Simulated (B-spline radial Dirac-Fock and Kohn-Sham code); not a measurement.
Relative photoemission cross sections at Cr Kα (5414.7 eV): 4d3/2, 4d5/2, Zr to Ta

These are calculated numbers from an atomic code on a B-spline grid; the model is the independent-particle Dirac-Slater model, thresholds from Dirac-Fock. Cross sections are relative to C 1s, computed as 0.2777 kb at this energy; β is from the dipole term. Free atoms in their tabulated ground configurations, whose changes along a row show as steps; without correlation, outer binding energies come out low.

```
 Z  element  σ 4d3/2  σ 4d5/2  β 4d5/2  binding 4d5/2 (eV)
40       Zr   0.0210   0.0296     0.73                6.54
43       Tc    0.123    0.173     0.79               10.10
46       Pd    0.414    0.573     0.84                6.28
48       Cd    0.683    0.947     0.88               16.14
49       In    0.855     1.19     0.90               23.49
50       Sn     1.05     1.46     0.91               31.22
54       Xe     2.12     2.94     0.98               66.52
56       Ba     2.87     3.97     1.01               98.02
57       La     3.30     4.57     1.02               112.2
58       Ce     3.70     5.11     1.04               118.8
59       Pr     4.06     5.60     1.05               118.1
60       Nd     4.52     6.21     1.06               124.5
61       Pm     5.00     6.87     1.08               130.9
62       Sm     5.51     7.56     1.09               137.4
63       Eu     6.06     8.29     1.11               143.8
64       Gd     6.71     9.17     1.12               158.0
65       Tb     7.27     9.90     1.13               156.8
66       Dy     7.93     10.8     1.14               163.3
67       Ho     8.62     11.7     1.15               169.9
68       Er     9.36     12.7     1.16               176.6
69       Tm     10.1     13.7     1.18               183.4
70       Yb     10.9     14.8     1.19               190.2
71       Lu     11.9     16.0     1.20               205.7
72       Hf     12.8     17.3     1.21               221.7
73       Ta     13.9     18.7     1.22               238.3
```
